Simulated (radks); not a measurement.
Neutral barium, [Xe] 6s2. Method: non-relativistic Kohn-Sham, PBE, spin-polarised, spherical densities, point nucleus; computed with a radial shooting solver on a logarithmic mesh with Libxc functionals. Every spin shell is full or empty, so the densities are truly spherical. Functionals are evaluated on that one density, not self-consistently. Rank these orbital-free kinetic functionals by their error against the exact value of the orbitals, and give that value: Thomas-Fermi, von Weizsacker, TF + vW/9, TF + vW/5, LC94, APBEK, revAPBEK, Perdew 92, Thakkar, Pearson, LKT, PG1, DePristo-Kress, Ernzerhof.

Answer. Exact: 7883.04 hartree. From best to worst, with 100 (|E| - |E exact|)/|E exact| (equal figures are ties): LC94 +0.04, APBEK +0.08, DePristo-Kress -0.14, revAPBEK +0.25, Ernzerhof -0.44, Thakkar -0.64, Perdew 92 -0.69, TF + vW/9 -0.70, Pearson -0.92, TF + vW/5 +2.86, Thomas-Fermi -5.15, PG1 +14.37, LKT +18.34, von Weizsacker -59.95.
